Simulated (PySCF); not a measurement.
C3H13Si3 (doublet state).
Cartesian coordinates in Å at the GFN2-xTB level; atoms count from 1:
```
atom  x, y, z in Å
Si1   -2.3428    0.5815    0.7065
C2    -1.7297    0.0606   -0.9534
C3    -0.4755    0.5027   -1.5567
Si4    0.9028   -0.8358   -1.3244
C5     1.2584   -1.1169    0.5153
Si6    1.8816    0.3895    1.4949
H7    -3.7917    0.3609    0.7537
H8    -1.7449   -0.1565    1.8372
H9    -2.0355    2.0025    0.9197
H10   -2.2802   -0.6777   -1.5210
H11   -0.1227    1.4337   -1.1153
H12   -0.5743    0.6426   -2.6353
H13    2.1020   -0.3596   -2.0278
H14    0.4338   -2.0753   -1.9609
H15    0.3518   -1.4869    0.9939
H16    1.9948   -1.9161    0.6026
H17    2.0913   -0.0004    2.8933
H18    0.9109    1.4820    1.4372
H19    3.1599    0.8377    0.9331
```

The hyperfine couplings belong to this conformer and change with its torsions.

The species is `[SiH3][CH]C[SiH2]C[SiH3]` [radical].

Level of theory: UKS B3LYP, pcH-1 on C H Si, non-relativistic, mean-field spin-orbit, GIAO (PySCF 2.14.0). One conformer (not necessarily the lowest) at the GFN2-xTB geometry, without solvent, vibrations or thermal averaging. The geometry wasn't refined by DFT: couplings that depend on bond lengths, twists or pyramidal angles can differ widely from those at the functional's own minimum. The SCF solution wasn't tested for stability.

Problem. What is the g tensor, term by term?

Solution. 
| Δg (ppm) | 1 | 2 | 3 |
| --- | --- | --- | --- |
| relativistic mass correction | -134 | -134 | -134 |
| gauge correction | 2 | 23 | 23 |
| orbital Zeeman/spin–orbit | -168 | 434 | 777 |
| total | -300 | 323 | 666 |

So g = 2.00202, 2.00264, 2.00298 and g_iso = 2.00255; the tensor is rhombic: the two nearest values differ by 36 % of g3 − g1. 

Problem. Average each term over the three axes. Which is largest in size?

Solution. The orbital-Zeeman/spin–orbit term 348, the mass correction -134 and the gauge correction 16 ppm, for a total of 229 ppm. The orbital-Zeeman/spin–orbit term is the largest in size. The mass correction is the same along every axis, so the anisotropy comes from the other two: their spans along these axes are 21 (gauge) and 945 ppm (orbital Zeeman/spin–orbit).

Problem. At 9.651 GHz, how far is the centre of the isotropic spectrum from where a free electron (g = 2.002319) resonates?

Solution. B = hν/(g μB) with μB/h = 13.99624 MHz/mT gives 344.37 mT for the free electron and 344.33 mT at g_iso, 0.04 mT lower.

Problem. In a frozen sample, at which fields do the three g values resonate at 9.5, 34, 94 and 263 GHz (hyperfine left aside), and which band first spreads them over more than twice a line width of 0.5 mT?

Solution. 
```tsv
band	GHz	B(g3) mT	B(g2) mT	B(g1) mT	spread mT
X	9.5	338.87	338.93	339.03	0.16
Q	34.0	1212.80	1213.01	1213.39	0.59
W	94.0	3353.04	3353.61	3354.66	1.62
J	263.0	9381.38	9382.98	9385.90	4.53
```

The spread grows in proportion to the frequency. W band is the first where it exceeds 1.0 mT.

Largest spin populations (Mulliken): C2 (+0.94) and Si4 (+0.07). No atom but C2 exceeds +0.15. The angles at C2 add up to 359.9°, so it is planar; its axial dipolar tensor and the negative coupling of its proton fit spin in a p orbital normal to that plane.

The HOMO–LUMO gaps are 5.85 eV among the α and 6.24 eV among the β orbitals.
